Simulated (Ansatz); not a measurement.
Mean bond length (Å) of eight silicon and germanium compounds: PBE-D3(BJ) beside B3LYP-D3(BJ), computed with Ansatz (a first-principles code) for isolated molecules in the bases named; differences from unrounded values. The eight are the first of their class met in an unordered collection, after screening for sound electronic states; none was chosen by its value. Each level has its own optimised geometry.

```tsv
molecule	basis	B3LYP-D3(BJ)	PBE-D3(BJ)	difference
C2H6FNSi2, SMILES N[Si@H]1[Si@H](C=C1)F	def2-SVP	1.507	1.517	0.010
C2H7ClOSi2, SMILES C=C([SiH3])O[SiH2]Cl	def2-SVP	1.498	1.508	0.011
C2H8N2Si, SMILES N[SiH2]/N=C/C	def2-SVP	1.309	1.318	0.009
C₂H₄N₂OSi, SMILES C(/O[SiH3])=N\C#N	def2-SVP	1.375	1.386	0.011
CH₈FNSi₂, SMILES C[SiH2][Si@@H](N)F	def2-SVP	1.451	1.460	0.009
CH₅BrO₂Si, SMILES C[Si](O)(O)Br	def2-SVP	1.406	1.415	0.009
SiFClBr₂, SMILES F[Si](Br)(Br)Cl	def2-SVP	2.014	2.021	0.007
Si(AsH2)(F)2(H) (AsF₂H₃Si), SMILES F[SiH](F)[AsH2]	def2-SVP	1.691	1.702	0.011
```

PBE-D3(BJ) lies below B3LYP-D3(BJ) in 0 and above it in 8 of the eight; the mean signed difference is 0.010 and the largest 0.011 Å.
